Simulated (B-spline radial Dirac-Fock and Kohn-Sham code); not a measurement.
Dipole and non-dipole photoemission parameters of Ni⁺ 3d3/2

System: the Ni⁺ ion in the configuration [Ar] 3d9; threshold 17.79 eV (orbital energy of the model). The computed values come from an atomic code on a B-spline grid: Dirac-Hartree-Slater photoionisation with a Latter tail; cross sections with all multipoles, angular parameters from the dipole term and its interference with E2.

```csv
hν (eV),σ (kb),β,γ,δ
60,3780,0.382,0.005,0.013
111,2320,0.765,0.017,0.017
160,1300,0.963,0.036,0.021
200,846,1.060,0.054,0.024
260,472,1.148,0.082,0.028
396,158,1.221,0.158,0.036
397,157,1.221,0.159,0.036
400,154,1.222,0.161,0.036
441,117,1.226,0.184,0.038
451,110,1.226,0.190,0.039
512,75.5,1.223,0.224,0.042
523,70.8,1.222,0.230,0.043
1260,4.01,1.011,0.525,0.087
1430,2.56,0.963,0.567,0.098
1486.9,2.23,0.948,0.580,0.101
1750,1.24,0.885,0.631,0.118
2000,?,?,?,?
2160,0.568,0.804,0.697,0.143
2260,0.479,0.787,0.711,0.149
2270,0.471,0.785,0.712,0.149
3860,0.0597,0.595,0.873,0.241
7360,0.00410,0.397,1.002,0.410
8680,0.00202,0.353,1.016,0.466
9220,0.00156,0.339,1.019,0.488
9251.7,0.00154,0.338,1.019,0.489
11100,0.000696,0.296,1.025,0.559
12000,0.000495,0.280,1.026,0.591
13900,0.000259,0.250,1.026,0.656
15000,0.000185,0.236,1.025,0.692
```

Q: Give the values at 2000 eV.

A: σ = 0.756 kb, β = 0.834, γ = 0.673, δ = 0.133.
